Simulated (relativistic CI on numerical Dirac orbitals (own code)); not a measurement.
Forbidden lines of P8+

These numbers are calculated, not measured: Dirac-Coulomb-Breit CI, separate exchange-only KLI orbitals for each configuration, a model potential for QED, valence Slater integrals scaled by 0.9, P86 correlation estimate, and configurations built on the next ion tied to the tabulated ionisation energy (semi-empirical) (own radial code, finite nucleus).

CI space (outside the closed core 1s2): 2s2 2p3, 2s2 2p2 3s, 2s2 2p2 3p, 2s2 2p2 3d, 2s2 2p2 4s, 2s 2p4, 2p5, 2p4 3s, 2p4 3p, 2p4 3d, 2s 2p3 3s, 2s 2p3 3p, 2s 2p3 3d, 2s2 2p2 4p, 2s2 2p2 4d, 2s2 2p2 4f, 2s2 2p 3s2, 2s2 2p 3s 3p, 2s 2p3 4s, 2s 2p3 4p, 2s2 2p 3p2, 2s2 2p 3s 3d, 2s 2p3 4d, 2s 2p3 4f. Levels of other configurations are missing.

```csv
λ vac (nm),Lower,Upper,Type,A (s⁻¹),gf,Branching (%)
5.4214,2s2 2p3 4S°_3/2 [1],2s2 2p2 3p 4D°_7/2 [27],E2,2.21e+07,7.80e-05,2.3
5.4480,2s2 2p3 4S°_3/2 [1],2s2 2p2 3p 4D°_1/2 [24],E2,2.17e+07,1.93e-05,2.2
5.6023,2s2 2p3 2D°_3/2 [2],2s2 2p2 3p 2D°_3/2 [32],E2,2.69e+07,5.06e-05,2.3
90.923,2s2 2p3 4S°_3/2 [1],2s2 2p3 2P°_3/2 [5],M1,1.47e+02,7.26e-08,68.5
91.887,2s2 2p3 4S°_3/2 [1],2s2 2p3 2P°_1/2 [4],M1,6.25e+01,1.58e-08,71.1
137.37,2s2 2p3 4S°_3/2 [1],2s2 2p3 2D°_5/2 [3],E2,1.67e-02,2.84e-11,14.2
137.37,2s2 2p3 4S°_3/2 [1],2s2 2p3 2D°_5/2 [3],M1,9.81e-02,1.67e-10,83.1
138.65,2s2 2p3 4S°_3/2 [1],2s2 2p3 2D°_3/2 [2],M1,5.59e+00,6.44e-09,99.8
264.15,2s2 2p3 2D°_3/2 [2],2s2 2p3 2P°_3/2 [5],M1,4.33e+01,1.81e-07,20.2
268.90,2s2 2p3 2D°_5/2 [3],2s2 2p3 2P°_3/2 [5],M1,2.35e+01,1.02e-07,11.0
272.45,2s2 2p3 2D°_3/2 [2],2s2 2p3 2P°_1/2 [4],M1,2.50e+01,5.56e-08,28.4
14941.5,2s2 2p3 2D°_3/2 [2],2s2 2p3 2D°_5/2 [3],M1,3.14e-03,6.31e-08,2.7
```

Terms are leading LS components. Brackets give the number of a level in order of energy, since labels repeat. The list gives strong lines, with weight on those to low levels, without configurations that were not tied to measured data, among the lowest 300 of 645 levels, so that lines to higher ones, which can be the strongest, are missing. Levels whose partners in the same complex of configurations lie outside the list can be far off, and so can their lines. Rates are taken at the computed energies, electric ones in the length gauge.

Configurations that consist of the next ion and one excited electron were tied to the tabulated ionisation energy; Rydberg ones are usually within 1,000 to 3,000 cm⁻¹ and the lowest ones within about 6,000 (9,000 in d shells), while levels on excited terms of the next ion carry the error of that term, and the other configurations can be misplaced by 10,000 cm⁻¹ or more. Rates follow the energies as ν³ (E1, M1) or ν⁵ (E2), so rates, branching and lifetimes can be off by large factors.

(1) From the table, what is the radiative lifetime of 2s2 2p3 2P°_3/2?

Answers

(1) The listed rates from this level add up to about 2.13e+02 s⁻¹, 100 % of its decay; with all channels τ = 4.68e-03 s.
